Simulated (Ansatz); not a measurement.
Reaction (ligand exchange at the Si–O bond): `CC[Si]OC` + H–F → `CC[Si]F` + CH₃OH

Program: Ansatz. Geometries: PBE0-D4/def2-TZVP. ΔE: electronic, gas phase. CBS: MP2 limit from def2 TZ/QZ plus the TZ coupled-cluster correction, frozen cores. This one scheme is used for every species. Functionals use def2-TZVPP. Each species was taken in one conformer, which may not be the lowest.

CCSD(T)/CBS gives -29.1 kJ/mol.

Task: Another level gave -28.1 kJ/mol. Which?
A. MP2/def2-TZVPP
B. CCSD/def2-TZVPP
C. BHLYP/def2-TZVPP
D. CCSD(T)/def2-TZVPP

Result: D. CCSD(T)/def2-TZVPP -28.1, BHLYP -43.6, CCSD/def2-TZVPP -32.2, MP2/def2-TZVPP -23.8 kJ/mol.

Task: What do rigid-rotor, harmonic-oscillator terms from PBE0-D4/def2-TZVP frequencies (298.15 K, 1 bar) make of the CCSD(T)/CBS value? (Estimate.)

Result: Ansatz gave: ΔZPE = +3.2 kJ/mol, ΔH = -28.0 kJ/mol, ΔS = 32 J/(mol·K), ΔG = -37.5 kJ/mol. Modes under 50 cm⁻¹ make the entropy rough.

Largest T1 diagnostic among the species: 0.013.

In def2-TZVPP, CCSD(T) changes the Hartree–Fock value by +21.3 kJ/mol (the triples alone add +4.0 kJ/mol) and MP2 by +25.6 kJ/mol. Leaving LDA and LC-ωPBE aside and taking each functional with its dispersion term where it has one, the values, not all of them listed here, spread over 13.6 kJ/mol, from B97M-V to revPBE-D4. LDA lies +11.3 kJ/mol from PBE without D4.
